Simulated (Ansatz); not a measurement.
Cl₂Mg, triplet, geometry from GFN2-xTB (such geometries of metal compounds can be far from the true shape) (a higher spin typed on purpose: for a closed-shell molecule this is an excited state). Base run: BLYP/6-311G** run with Ansatz (a quantum-chemistry and plane-wave program).

Here is a job for Ansatz.
Ansatz 0.2 input:
```yaml
crystal:
  periodic: [false, false, false]
  atoms:
    - {symbol: Mg, position_ang: [0.00000000, 0.00000000, 0.00000000]}
    - {symbol: Cl, position_ang: [0.00000000, 0.00000000, 2.37515771]}
    - {symbol: Cl, position_ang: [-0.00000000, -0.00000000, -2.37515771]}
basis:
  gaussian:
    orbitals: 6-311G__.json
hamiltonian:
  xc: blyp
magnetization: {spin_polarized: true, initial_magnetization: 2}
```
The basis file holds 6-311G** in the JSON format of the Basis Set Exchange.

The base run was repeated with changes; each row names its change, and settings that it needs were set with it.

```csv
change,ΔE vs base (kcal/mol)
base,0.000
accuracy = high,0.000
"point_charge = charge:1.0 position_ang:0.9532, -1.6611, -5.0224",-13.03
"point_charge = charge:0.5 position_ang:4.2693, 2.2869, 2.3314",-0.520
nuclear_model = gaussian,0.597
"point_charge = charge:-1.0 position_ang:-1.29, 0.6505, 5.1774",-5.58
"final_grid = 14, 28, 59",0.000
"final_grid = 10, 20, 41",0.000
"final_grid = 6, 12, 29",0.000
lower_state_search = full,0.000
fitting.mean_field = def2-universal-JKFIT,-0.025
```
